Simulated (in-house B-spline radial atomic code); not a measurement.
Inner-shell binding energies (edges) and X-ray emission energies of free atoms and ions, as differences of relaxed hole-state energies with first-order Breit, QED and recoil terms, without correlation or multiplet splittings, in NIST's listed ground configurations. For neutral atoms such line energies lie within some 1 to 5 eV of tabulated X-ray lines (up to 20 eV for the heaviest). K = 1s, L1 = 2s. A dash marks a subshell that is part filled or wasn't run, or a line left out. Computed with a B-spline radial code for spherical atoms: Dirac-Hartree-Fock, average of the configuration, finite nuclei.

```json
{"ion": "Be", "configuration": "[He] 2s2", "K edge (eV)": "123.33", "L1 edge (eV)": "8.0449"}
{"ion": "B", "configuration": "[He] 2s2 2p1", "K edge (eV)": "?", "L1 edge (eV)": "?"}
{"ion": "C", "configuration": "[He] 2s2 2p2", "K edge (eV)": "?", "L1 edge (eV)": "?"}
{"ion": "N", "configuration": "[He] 2s2 2p3", "K edge (eV)": "411.89", "L1 edge (eV)": "24.426"}
{"ion": "O", "configuration": "[He] 2s2 2p4", "K edge (eV)": "545.56", "L1 edge (eV)": "31.784"}
```

**Question.** Fill in the row of B.

**Answer.** K edge (eV): 200.81; L1 edge (eV): 12.582.

**Question.** Fill in the row of C.

**Answer.** K edge (eV): 296.98; L1 edge (eV): 18.031.
